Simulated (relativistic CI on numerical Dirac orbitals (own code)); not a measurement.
# Magnetism of Mn5+, 3d2, in a crystal field

Calculated by Dirac-Coulomb-Breit CI, orbitals from a KLI potential per configuration, model QED, valence Slater integrals scaled by 0.7, one configuration in a parametric crystal field (own radial code).

Field parameters in Wybourne normalisation: D3d B²₀ = −7Dσ, B⁴₀ = −14Dq − 21Dτ, B⁴₃ = −14√(10/7) Dq; D4h B²₀ = −7Ds, B⁴₀ = 21(Dq − Dt), B⁴₄ = 21√(5/14) Dq; Oh B⁴₀ = 21Dq, B⁴₄ = √(5/14) B⁴₀; Td as Oh with Dq negative (B⁴₀ = 21Dq, B⁴₄ = √(5/14) B⁴₀). The field is a parameter set, without covalency.

S is read from ⟨S²⟩ = S(S + 1).

Powder χT (cm³ K mol⁻¹) by Van Vleck's formula, with temperature-independent terms:

```
                                       Field     2 K     5 K    10 K    20 K   50 K  100 K  200 K  300 K
D3d, 10Dq = 18500, Dσ = -1020, Dτ = 170 cm⁻¹  0.0414   0.104   0.196   0.285  0.352  0.406  0.499  0.598
  D3d, 10Dq = 30900, Dσ = 60, Dτ = -100 cm⁻¹  0.0281  0.0703   0.142   0.268  0.416  0.486  0.571   0.65
 D4h, 10Dq = 23350, Ds = 2440, Dt = 590 cm⁻¹  0.0463   0.116   0.232   0.445  0.697  0.776  0.824  0.855
D4h, 10Dq = 31250, Ds = -280, Dt = 1040 cm⁻¹  0.0138  0.0343  0.0628  0.0993  0.176  0.294  0.498  0.649
                       Oh, 10Dq = 37350 cm⁻¹  0.0251  0.0608  0.0972   0.128  0.181  0.261  0.417  0.562
                       Td, 10Dq = -5150 cm⁻¹   0.669    0.67   0.672   0.676  0.688  0.708  0.747  0.787
                       Td, 10Dq = -8600 cm⁻¹   0.797   0.797   0.798   0.801  0.808   0.82  0.844  0.868
                      Td, 10Dq = -19850 cm⁻¹   0.912   0.912   0.913   0.914  0.917  0.922  0.933  0.943
```

**Question.** For D3d, 10Dq = 30900, Dσ = 60, Dτ = -100 cm⁻¹: what effective moment follows at 300 K?

**Answer.** μ_eff = √(8χT) = 2.28 μB. The ground level has S = 1.00; the spin-only moment for S = 1 is 2.83 μB. The difference comes from the orbital moment, spin-orbit mixing of terms and temperature-independent paramagnetism, all larger in this ionic model than in covalent complexes. The ground level is a non-magnetic singlet, so χT starts at zero and rises through temperature-independent paramagnetism and the filling of excited levels.
